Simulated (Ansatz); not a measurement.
Start from `C[O][Ga]([CH3])[F]` and change one element to get `COB(C)F`.

Ansatz, PBE0-D4/def2-TZVP geometries, multiplicity 1. Each molecule was computed in one conformer, which needn't be the lowest.

Scalar relativity is left out up to krypton.

```tsv
property	`C[O][Ga]([CH3])[F]`
HOMO–LUMO gap (PBE/def2-TZVPP) / eV	5.22
LUMO energy (PBE0/def2-TZVPP) / eV	-0.35
HOMO–LUMO gap (PBE0/def2-TZVPP) / eV	7.67
HOMO energy (B3LYP/def2-TZVPP) / eV	-7.79
LUMO energy (ωB97M-V/def2-TZVPP) / eV	1.29
HOMO–LUMO gap (ωB97M-V/def2-TZVPP) / eV	11.73
```

What does the change do to each property? (Estimate.)

Ansatz gave: 
```csv
property,`COB(C)F`,shift
HOMO–LUMO gap (PBE/def2-TZVPP) / eV,7.40,2.18
LUMO energy (PBE0/def2-TZVPP) / eV,0.83,1.18
HOMO–LUMO gap (PBE0/def2-TZVPP) / eV,9.84,2.17
HOMO energy (B3LYP/def2-TZVPP) / eV,-8.77,-0.98
LUMO energy (ωB97M-V/def2-TZVPP) / eV,2.06,0.77
HOMO–LUMO gap (ωB97M-V/def2-TZVPP) / eV,13.48,1.75
```

With PBE0 the HOMO falls by 0.99 eV and the LUMO rises by 1.18 eV, so the gap widens by about 2.17 eV. PBE moves the HOMO by -0.95 eV and ωB97M-V by -0.98 eV.

B3LYP here is the variant with VWN-RPA as its local correlation; programs differ in this.
